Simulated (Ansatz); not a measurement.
Series SbH2X: binding per atom (eV) at several levels, gas phase, relaxed structures; Ansatz. Core potentials for I, Sb in the def2 sets, no spin–orbit coupling. Binding counts from free atoms in the multiplicity of their measured ground term, without zero-point energy. A dash marks a value that wasn't run or was left out as unsound. The structures are stationary points that may keep the symmetry of their start. Correlated methods freeze inner cores and use unrestricted references for open shells.

| species | state | geometry | LDA (SPW92)/def2-TZVP | r2SCAN-D4/def2-TZVP | PBE0-D4/def2-SVP | PBE0-D4/def2-TZVP | CCSD(T)/def2-TZVPP |
| --- | --- | --- | --- | --- | --- | --- | --- |
| SbH2Br | singlet | r2SCAN-D4/def2-TZVP | 2.49 | 2.11 | 2.04 | 2.08 | 2.03 |
| SbH2I | singlet | r2SCAN-D4/def2-TZVP | 2.37 | 1.98 | 1.94 | 1.97 | 1.92 |
| SbH2Cl | singlet | PBE0-D4/def2-TZVP | 2.60 | 2.20 | 2.13 | 2.18 | 2.12 |
| SbH2Me (CH5Sb) | singlet | PBE0-D4/def2-TZVP | 3.47 | 3.05 | 3.04 | 3.05 | 3.00 |
| SbH2(SiH3) (SiSbH5) | singlet | r2SCAN-D4/def2-TZVP | 2.87 | 2.56 | 2.51 | 2.53 | 2.51 |
| SbH2(vinyl) (C2H5Sb) | singlet | r2SCAN-D4/def2-TZVP | 3.97 | 3.46 | 3.48 | 3.47 | 3.39 |
| SbH2(SMe) (CH5SSb) | singlet | PBE-D4/def2-TZVP | – | 3.07 | 3.05 | 3.07 | 2.98 |
| SbH2(OMe) (CH5OSb) | singlet | PBE0-D4/def2-TZVP | 3.73 | 3.20 | 3.17 | 3.19 | 3.13 |
| SbH2Et (C2H7Sb) | singlet | PBE0-D4/def2-SVP | – | 3.41 | 3.42 | 3.41 | 3.34 |
| SbH2(iPr) (C3H9Sb) | singlet | r2SCAN-D4/def2-SVP | 4.09 | 3.60 | 3.63 | 3.61 | – |
| SbH2(SiMe3) (C3H11SbSi) | singlet | B3LYP-D4/def2-SVP | – | 3.60 | 3.61 | 3.60 | – |

Question: Estimate the column for PBE-D4/def2-TZVP.

Answer: SbH2Br 2.14; SbH2I 2.03; SbH2Cl 2.24; SbH2Me (CH5Sb) 3.09; SbH2(SiH3) (SiSbH5) 2.54; SbH2(vinyl) (C2H5Sb) 3.54; SbH2(SMe) (CH5SSb) 3.13; SbH2(OMe) (CH5OSb) 3.27; SbH2Et (C2H7Sb) 3.45; SbH2(iPr) (C3H9Sb) 3.66; SbH2(SiMe3) (C3H11SbSi) 3.63.
